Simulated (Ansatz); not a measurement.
Reactions of Cl₂FHOTi (`[OH][Ti]([F])([Cl])[Cl]`).

Gas-phase electronic energies from Ansatz, PBE0-D4/def2-TZVP geometries. CCSD(T)/CBS adds triple-zeta CCSD(T) − MP2 to the extrapolated MP2 energy (def2 sets, frozen cores). This one scheme is used for every species. Functionals use def2-TZVPP. For Se, Ti outer-core shells are correlated without core-valence functions, which leaves a few kJ/mol of doubt a bond. Scalar relativity is left out up to krypton. Each species was taken in one conformer, which may not be the lowest.

```
                                                                            reaction  CCSD(T)/CBS(def2) (kJ/mol)
                   `[OH][Ti]([F])([Cl])[Cl]` + H₂O → `[OH][Ti]([OH])([F])[Cl]` + HCl                           ?
`[OH][Ti]([F])([Cl])[Cl]` + `N[SiH2]CBS` → `[OH][Ti]([F])([SH])[Cl]` + `N[SiH2]CBCl`                           ?
                   `[OH][Ti]([F])([Cl])[Cl]` + HCl → `[F][Ti]([Cl])([Cl])[Cl]` + H₂O                         -21
                    `[OH][Ti]([F])([Cl])[Cl]` + H–F → `[F][Ti]([F])([Cl])[Cl]` + H₂O                           ?
                 `[OH][Ti]([F])([Cl])[Cl]` + H₂Se → `[OH][Ti]([F])([Cl])[SeH]` + HCl                          41
                  `[OH][Ti]([F])([Cl])[Cl]` + H₂S → `[OH][Ti]([SH])([Cl])[Cl]` + H–F                          57
                   `[OH][Ti]([F])([Cl])[Cl]` + H₂S → `[OH][Ti]([F])([SH])[Cl]` + HCl                          51
                  `[OH][Ti]([F])([Cl])[Cl]` + H₂O → `[OH][Ti]([OH])([Cl])[Cl]` + H–F                          33
 `[OH][Ti]([F])([Cl])[Cl]` + `S[SiH2]CCl` → `[F][Ti]([SH])([Cl])[Cl]` + `O[SiH2]CCl`                           0
                   `[OH][Ti]([F])([Cl])[Cl]` + H₂S → `[F][Ti]([SH])([Cl])[Cl]` + H₂O                          32
```

**Question.** Fill in the missing values. (Best estimate.)

**Answer.** Computed: `[OH][Ti]([F])([Cl])[Cl]` + H₂O → `[OH][Ti]([OH])([F])[Cl]` + HCl: +24.7 kJ/mol; `[OH][Ti]([F])([Cl])[Cl]` + `N[SiH2]CBS` → `[OH][Ti]([F])([SH])[Cl]` + `N[SiH2]CBCl`: +48.9 kJ/mol; `[OH][Ti]([F])([Cl])[Cl]` + H–F → `[F][Ti]([F])([Cl])[Cl]` + H₂O: -30.1 kJ/mol.

Largest T1 diagnostic: 0.026, for `[OH][Ti]([SH])([Cl])[Cl]`, so its coupled-cluster energy is less sure.
